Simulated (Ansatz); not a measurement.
`[Cl][Mo]12345678([Cl])([C@H]9[C@@H]1[C@@H]2[C@@H]3[C@H]94)[C@H]1[C@@H]5[C@@H]6[C@@H]7[C@H]18`, relaxed with RKS PBE0-D4/def2-TZVP in Ansatz 0.2.0 from a GFN2-xTB geometry. The force threshold is 0.005 eV/Å; the program also tests the step.

Charge 0, multiplicity 1. Mo: def2 effective core potential.

Start:

```xyz
23

Cl    1.482   -1.317    2.007
Mo    0.377   -0.038    0.223
Cl    2.566    1.062    0.295
C    -0.524    0.836    2.292
C    -1.516    0.214    1.503
C    -1.612    0.956    0.281
C    -0.634    1.998    0.318
C     0.017    1.918    1.573
C    -0.734   -1.006   -1.479
C    -0.068   -2.022   -0.739
C     1.331   -1.828   -0.940
C     1.511   -0.740   -1.823
C     0.256   -0.201   -2.128
H    -0.274    0.574    3.313
H    -2.214   -0.531    1.849
H    -2.457    0.929   -0.396
H    -0.566    2.830   -0.366
H     0.737    2.629    1.958
H    -1.786   -1.016   -1.733
H    -0.519   -2.903   -0.309
H     2.111   -2.516   -0.632
H     2.461   -0.402   -2.215
H     0.060    0.574   -2.853
```

Task: How much energy does the relaxation release, and in how many steps? (Estimate.)

Result: The calculation gave: 9.57 kcal/mol, in 20 steps.

Task: Which bonds change most? (Estimate.)

Result: Computed: Mo2–C13 from 2.360 to 2.273 Å; Mo2–C12 from 2.442 to 2.363 Å; Mo2–C4 from 2.420 to 2.362 Å; Mo2–C8 from 2.403 to 2.362 Å.

Task: Give the relaxed structure. (An estimate is asked.)

Result: Computed: 
```xyz
23

Cl    1.584   -1.265    1.907
Mo    0.385    0.001    0.195
Cl    2.467    1.280    0.145
C    -0.441    0.822    2.250
C    -1.439    0.101    1.547
C    -1.687    0.825    0.342
C    -0.797    1.939    0.278
C    -0.054    1.930    1.485
C    -0.719   -0.837   -1.558
C    -0.233   -1.945   -0.799
C     1.179   -1.923   -0.918
C     1.556   -0.815   -1.688
C     0.392   -0.105   -2.075
H     0.018    0.514    3.174
H    -1.955   -0.777    1.899
H    -2.475    0.616   -0.359
H    -0.745    2.689   -0.495
H     0.748    2.605    1.730
H    -1.753   -0.638   -1.777
H    -0.818   -2.698   -0.297
H     1.858   -2.591   -0.415
H     2.569   -0.499   -1.868
H     0.362    0.771   -2.703
```
